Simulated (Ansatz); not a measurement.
Cartesian coordinates (Å):
SMILES: [SiH3]N[SiH3]
```xyz
10

Si     1.5304     0.1840    -0.0691
N     -0.0851     0.3578     0.5121
Si    -1.5434    -0.3164    -0.1177
H      1.5172    -0.8787    -1.1044
H      2.4537    -0.1970     1.0343
H      2.0600     1.4397    -0.6711
H     -0.1998     0.9866     1.2953
H     -2.3315    -0.9765     0.9586
H     -2.4252     0.7096    -0.7416
H     -1.1620    -1.3145    -1.1471
```
Charge 0, multiplicity 1.

Calculation: frozen-core CCSD(T)/cc-pVQZ // PBE0-D4/def2-TZVP run with Ansatz (an electronic-structure program).

- HF energy: -636.49929 Ha
- MP2 correlation energy: -0.50526 Ha

### Question
Estimate the CCSD correlation energy, the (T) correction, the total energy and the T1 diagnostic.

### Answer

| Property | Result |
|---|---|
| CCSD correlation energy | -0.54835 Ha |
| (T) correction | -0.01939 Ha |
| CCSD(T) total energy | -637.06703 Ha |
| T1 diagnostic | 0.010 |
